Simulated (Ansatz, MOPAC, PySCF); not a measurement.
Breaking a bond: OBe, singlet.

AM1, restricted, heats of formation (MOPAC); RHF/6-31G* = restricted Hartree-Fock/6-31G*, spherical d in PySCF 2.14.0; FCI = full CI/cc-pVDZ, frozen core in Ansatz (a first-principles code).

Energies relative to the lowest point of each curve between 1.17 and 1.62 Å, where full CI is lowest, in kcal/mol:

```tsv
R / Å	AM1	RHF/6-31G*
1.17	9.3	14.0
1.26	0.1	0.0
1.34	0.0	0.3
1.41	4.5	6.8
1.47	11.0	15.2
1.52	17.8	23.5
1.57	25.5	32.4
1.62	33.7	41.3
1.69	45.6	53.1
```

Question: What does FCI give at the same points?

Answer: 1.17: 27.9; 1.26: 6.7; 1.34: 0.0; 1.41: 0.2; 1.47: 3.3; 1.52: 7.2; 1.57: 12.1; 1.62: 17.6; 1.69: 25.9 (kcal/mol).

The scan ran from 1.17 to 5.46 Å; beyond the distances shown full CI changes its symmetry label. The restricted form behind AM1, RHF/6-31G* keeps the bonding electrons paired and can't separate into open-shell fragments. Also computed but left out beside FCI, since their determinant holds another spin at the minimum (<S²> over 0.7 above the pure value): UHF, UMP2, UCCSD, UCCSD(T), UCCSDT, UCCSDT(Q), UHF/6-31G*.
